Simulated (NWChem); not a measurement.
System: C3H6OSi; SMILES C=C1C[SiH2]O1

Input file for NWChem:

```
start job
memory heap 200 mb stack 900 mb global 1100 mb
geometry units angstroms noautoz
  C      0.153633     2.215393     0.000000
  C      0.020269     0.890129     0.000000
  C     -1.222426     0.007295     0.000000
  Si     0.057637    -1.373855     0.000000
  O      1.078904     0.000684     0.000000
  H     -0.730033     2.854048     0.000000
  H      1.144712     2.672583     0.000000
  H     -1.850936     0.119163     0.895813
  H     -1.850936     0.119163    -0.895813
  H      0.208735    -2.217481     1.218252
  H      0.208735    -2.217481    -1.218252
end
basis spherical
  * library 6-31g*
end
dft
  xc pbe0
  iterations 150
  mulliken
end
task dft energy
```

Output (shortened):

```
             Northwest Computational Chemistry Package (NWChem) 7.3.0
             --------------------------------------------------------

 CS  symmetry detected

                             Geometry "geometry" -> ""
                             -------------------------

 Output coordinates in angstroms (scale by  1.889725989 to convert to a.u.)

  No.       Tag          Charge          X              Y              Z
 ---- ---------------- ---------- -------------- -------------- --------------
    1 C                    6.0000     0.11305683     2.20051844     0.00000000
    2 C                    6.0000     0.00052441     0.87332325     0.00000000
    3 C                    6.0000    -1.22815116    -0.02892012     0.00000000
    4 Si                  14.0000     0.07344684    -1.38979457     0.00000000
    5 O                    8.0000     1.07299880     0.00061531     0.00000000
    6 H                    1.0000    -0.78053113     2.82521545     0.00000000
    7 H                    1.0000     1.09683277     2.67321833     0.00000000
    8 H                    1.0000    -1.85834067     0.07306245     0.89581300
    9 H                    1.0000    -1.85834067     0.07306245    -0.89581300
   10 H                    1.0000     0.23777653    -2.23094330     1.21825200
   11 H                    1.0000     0.23777653    -2.23094330    -1.21825200

 Effective nuclear repulsion energy (a.u.)     221.7213007506

      Symmetry information
      --------------------

 Group name             Cs
 Group number              2
 Group order               2
 No. of unique centers     9

                                 NWChem DFT Module
                                 -----------------

 Summary of "ao basis" -> "ao basis" (spherical)
 ------------------------------------------------------------------------------
       Tag                 Description            Shells   Functions and Types
 ---------------- ------------------------------  ------  ---------------------
 C                           6-31g*                  6       14   3s2p1d
 Si                          6-31g*                  8       18   4s3p1d
 O                           6-31g*                  6       14   3s2p1d
 H                           6-31g*                  2        2   2s

      Symmetry analysis of basis
      --------------------------

        a'         61
        a"         25

            General Information
            -------------------
          SCF calculation type: DFT
          Wavefunction type:  closed shell.
          No. of atoms     :    11
          No. of electrons :    46
           Alpha electrons :    23
            Beta electrons :    23
          Charge           :     0
          Spin multiplicity:     1
          Use of symmetry is: on ; symmetry adaption is: on
          Maximum number of iterations: 150
          AO basis - number of functions:    86
                     number of shells:    44
          Convergence on energy requested:  1.00D-06
          Convergence on density requested:  1.00D-05
          Convergence on gradient requested:  5.00D-04

              XC Information
              --------------
                         PBE0 Method XC Functional
                     Hartree-Fock (Exact) Exchange  0.250
          PerdewBurkeErnzerhof Exchange Functional  0.750
            Perdew 1991 LDA Correlation Functional  1.000 local
           PerdewBurkeErnz. Correlation Functional  1.000 non-local

             Grid Information
             ----------------
          Grid used for XC integration:  medium
          Radial quadrature: Mura-Knowles
          Angular quadrature: Lebedev.
          Tag              B.-S. Rad. Rad. Pts. Rad. Cut. Ang. Pts.
          ---              ---------- --------- --------- ---------
          C                   0.70       49          11.0       434
          Si                  1.10       88          11.0       590
          O                   0.60       49           9.0       434
          H                   0.35       45          12.0       434
          Grid pruning is: on
          Number of quadrature shells:   464
          Spatial weights used:  Erf1

      Superposition of Atomic Density Guess
      -------------------------------------

 Sum of atomic energies:        -479.54181743

      Non-variational initial energy
      ------------------------------

 Total energy =    -482.288420
 1-e energy   =   -1098.784246
 2-e energy   =     394.774525
 HOMO         =      -0.261163
 LUMO         =       0.031520

      Symmetry analysis of molecular orbitals - initial
      -------------------------------------------------

  Numbering of irreducible representations:

     1 a'          2 a"

  Orbital symmetries:

     1 a'          2 a'          3 a'          4 a'          5 a'
     6 a'          7 a'          8 a"          9 a'         10 a'
    11 a'         12 a'         13 a'         14 a'         15 a'
    16 a"         17 a'         18 a'         19 a"         20 a'
    21 a"         22 a'         23 a"         24 a'         25 a"
    26 a'         27 a'         28 a"         29 a'         30 a'
    31 a'         32 a"         33 a'

     ---------------------------------------------
      Total Density - Mulliken Population Analysis
     ---------------------------------------------

    Atom       Charge   Shell Charges
 -----------   ------   -------------------------------------------------------
    1 C    6     6.73   2.00  0.74  2.08  0.63  1.26  0.03
    2 C    6     5.39   2.00  0.70  1.62  0.43  0.57  0.07
    3 C    6     6.77   2.00  0.72  2.05  0.68  1.29  0.02
    4 Si  14    13.09   2.00  2.00  5.97  0.93  1.42  0.27  0.33  0.17
    5 O    8     8.88   2.00  0.93  3.07  0.96  1.90  0.02
    6 H    1     0.76   0.45  0.30
    7 H    1     0.77   0.46  0.31
    8 H    1     0.74   0.45  0.29
    9 H    1     0.74   0.45  0.29
   10 H    1     1.07   0.47  0.60
   11 H    1     1.07   0.47  0.60

   convergence    iter        energy       DeltaE   RMS-Dens  Diis-err
 ---------------- ----- ----------------- --------- --------- ---------
 d= 0,ls=0.0,diis     1   -482.1833583052 -7.04D+02  1.36D-02  6.32D-01
 d= 0,ls=0.0,diis     2   -482.1616479818  2.17D-02  7.75D-03  9.89D-01
 d= 0,ls=0.0,diis     3   -482.2578256967 -9.62D-02  1.48D-03  3.61D-02
 d= 0,ls=0.0,diis     4   -482.2607220142 -2.90D-03  6.85D-04  4.62D-03
 d= 0,ls=0.0,diis     5   -482.2612466938 -5.25D-04  2.15D-04  5.68D-04
  Resetting Diis
 d= 0,ls=0.0,diis     6   -482.2613137889 -6.71D-05  5.60D-05  4.11D-05
 d= 0,ls=0.0,diis     7   -482.2613190361 -5.25D-06  2.58D-05  1.97D-06
 d= 0,ls=0.0,diis     8   -482.2613188255  2.11D-07  1.55D-05  3.55D-06
 d= 0,ls=0.0,diis     9   -482.2613192847 -4.59D-07  2.34D-06  9.97D-08

         Total DFT energy =     -482.261319284720
      One electron energy =    -1102.710952867646
           Coulomb energy =      446.449111732502
    Exchange-Corr. energy =      -47.720778900204
 Nuclear repulsion energy =      221.721300750628

 Numeric. integr. density =       45.999992724847

                  Occupations of the irreducible representations
                  ----------------------------------------------

                     irrep           alpha         beta
                     --------     --------     --------
                     a'               18.0         18.0
                     a"                5.0          5.0

                       DFT Final Molecular Orbital Analysis
                       ------------------------------------

 Vector   21  Occ=2.000000D+00  E=-3.352796D-01  Symmetry=a'
              MO Center=  2.9D-01,  2.7D-01,  2.1D-12, r^2= 2.6D+00
   Bfn.  Coefficient  Atom+Function         Bfn.  Coefficient  Atom+Function
  ----- ------------  ---------------      ----- ------------  ---------------
    63      0.402917   5 O  px               67      0.280145   5 O  px
    31      0.237699   3 C  px               17     -0.229013   2 C  px
    64      0.186422   5 O  py               50     -0.180571   4 Si py
    32      0.178375   3 C  py               18     -0.158733   2 C  py
    35      0.157032   3 C  px                4      0.155754   1 C  py

 Vector   22  Occ=2.000000D+00  E=-3.208545D-01  Symmetry=a'
              MO Center= -4.8D-01, -4.1D-01,  5.1D-13, r^2= 2.8D+00
   Bfn.  Coefficient  Atom+Function         Bfn.  Coefficient  Atom+Function
  ----- ------------  ---------------      ----- ------------  ---------------
    32      0.353723   3 C  py               49      0.298066   4 Si px
    63     -0.240237   5 O  px               36      0.229252   3 C  py
    31     -0.185709   3 C  px               50     -0.183550   4 Si py
    67     -0.169256   5 O  px               34     -0.133944   3 C  s
    18     -0.130552   2 C  py               45     -0.123221   4 Si px

 Vector   23  Occ=2.000000D+00  E=-2.303848D-01  Symmetry=a"
              MO Center=  2.3D-01,  1.3D+00, -9.5D-17, r^2= 2.4D+00
   Bfn.  Coefficient  Atom+Function         Bfn.  Coefficient  Atom+Function
  ----- ------------  ---------------      ----- ------------  ---------------
     5      0.406777   1 C  pz                9      0.333032   1 C  pz
    65     -0.319744   5 O  pz               19      0.300906   2 C  pz
    69     -0.266737   5 O  pz               23      0.193481   2 C  pz
    84      0.112614  10 H  s                86     -0.112614  11 H  s
    55     -0.070630   4 Si pz               33     -0.063717   3 C  pz

 Vector   24  Occ=0.000000D+00  E=-2.106509D-03  Symmetry=a'
              MO Center= -1.1D-02, -1.5D+00,  9.0D-16, r^2= 3.9D+00
   Bfn.  Coefficient  Atom+Function         Bfn.  Coefficient  Atom+Function
  ----- ------------  ---------------      ----- ------------  ---------------
    53      0.875517   4 Si px               34      0.408926   3 C  s
    49      0.387243   4 Si px               66     -0.381560   5 O  s
    54      0.277937   4 Si py               36     -0.262213   3 C  py
    52     -0.197805   4 Si s                68      0.171925   5 O  py
    35      0.162924   3 C  px               78     -0.152174   7 H  s

 Vector   25  Occ=0.000000D+00  E= 4.077082D-02  Symmetry=a"
              MO Center= -2.2D-01,  1.1D+00, -6.7D-16, r^2= 3.0D+00
   Bfn.  Coefficient  Atom+Function         Bfn.  Coefficient  Atom+Function
  ----- ------------  ---------------      ----- ------------  ---------------
     9      0.544762   1 C  pz               80      0.510919   8 H  s
    82     -0.510919   9 H  s                23     -0.502662   2 C  pz
    19     -0.433317   2 C  pz               37     -0.362458   3 C  pz
     5      0.335862   1 C  pz               69      0.240572   5 O  pz
    65      0.223211   5 O  pz               79      0.111232   8 H  s

 Vector   26  Occ=0.000000D+00  E= 5.652212D-02  Symmetry=a'
              MO Center= -1.5D-02, -1.4D+00, -5.1D-14, r^2= 5.1D+00
   Bfn.  Coefficient  Atom+Function         Bfn.  Coefficient  Atom+Function
  ----- ------------  ---------------      ----- ------------  ---------------
    54      1.531267   4 Si py               34     -0.933949   3 C  s
    20     -0.631443   2 C  s                53     -0.454566   4 Si px
    84      0.455873  10 H  s                86      0.455873  11 H  s
    52      0.426020   4 Si s                36      0.351442   3 C  py
    22      0.332670   2 C  py                6     -0.253872   1 C  s

     ---------------------------------------------
      Total Density - Mulliken Population Analysis
     ---------------------------------------------

    Atom       Charge   Shell Charges
 -----------   ------   -------------------------------------------------------
    1 C    6     6.50   2.00  0.67  2.07  0.62  1.12  0.03
    2 C    6     5.57   2.00  0.68  1.96  0.38  0.48  0.08
    3 C    6     6.64   2.00  0.65  2.10  0.70  1.16  0.03
    4 Si  14    13.32   2.00  2.00  5.96  0.97  1.75  0.19  0.21  0.24
    5 O    8     8.59   2.00  0.90  2.89  1.02  1.77  0.03
    6 H    1     0.83   0.52  0.31
    7 H    1     0.82   0.51  0.31
    8 H    1     0.78   0.51  0.28
    9 H    1     0.78   0.51  0.28
   10 H    1     1.08   0.50  0.58
   11 H    1     1.08   0.50  0.58

     -------------------------------------------
      Total Density - Lowdin Population Analysis
     -------------------------------------------

    Atom       Charge   Shell Charges
 -----------   ------   -------------------------------------------------------
    1 C    6     6.36   1.99  0.55  1.90  0.44  1.43  0.06
    2 C    6     5.94   1.99  0.52  1.76  0.36  1.14  0.18
    3 C    6     6.46   1.99  0.55  1.92  0.45  1.49  0.06
    4 Si  14    13.46   2.00  1.98  5.88  0.67  1.58  0.36  0.67  0.32
    5 O    8     8.33   1.99  0.86  2.75  0.68  1.99  0.05
    6 H    1     0.85   0.48  0.37
    7 H    1     0.85   0.48  0.37
    8 H    1     0.83   0.48  0.35
    9 H    1     0.83   0.48  0.35
   10 H    1     1.04   0.50  0.55
   11 H    1     1.04   0.50  0.55

     Multipole analysis of the density
     ---------------------------------

     L   x y z        total         alpha         beta         nuclear
     -   - - -        -----         -----         ----         -------
     0   0 0 0      0.000000    -23.000000    -23.000000     46.000000

     1   1 0 0     -0.731491     -0.365746     -0.365746      0.000000
     1   0 1 0     -0.489188     -0.244594     -0.244594      0.000000
     1   0 0 1      0.000000      0.000000      0.000000      0.000000

     2   2 0 0    -27.477747    -62.385990    -62.385990     97.294234
     2   1 1 0     -0.216219      0.464689      0.464689     -1.145597
     2   1 0 1      0.000000      0.000000      0.000000      0.000000
     2   0 2 0    -26.296478   -166.291737   -166.291737    306.286996
     2   0 1 1      0.000000      0.000000      0.000000      0.000000
     2   0 0 2    -28.525691    -22.428509    -22.428509     16.331326
```

Level: PBE0/6-31G* (spherical d). Geometry: optimised at PBE0/def2-SVP.
